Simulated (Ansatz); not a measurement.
Wavefunction ladder for C$_{2}$H$_{3}$In, SMILES `C#[C][InH2]`

```tsv
atom	x (Å)	y (Å)	z (Å)
C1	-1.831	0.516	-0.364
C2	-0.687	0.193	-0.137
In3	1.295	-0.365	0.257
H4	-2.839	0.801	-0.564
H5	2.111	0.485	1.500
H6	1.951	-1.631	-0.693
```

Total charge 0; spin multiplicity 1. Correlated methods include outer-core shells of In, which these sets cover unevenly. In: def2 effective core potential. All single points use the PBE0-D4/def2-TZVP geometry. Frozen core, restricted reference, Ansatz.

| basis | HF (Eh) | MP2 corr. | CCSD corr. | (T) | CCSD(T) total |
| --- | --- | --- | --- | --- | --- |
| def2-SVP | -266.53535 | -0.33900 | -0.36700 | -0.01528 | -266.91763 |
| def2-TZVPP | -266.63326 | -0.59163 | -0.60420 | -0.02548 | -267.26294 |
| def2-QZVPP | -266.63779 | -0.79751 | – | – | – |
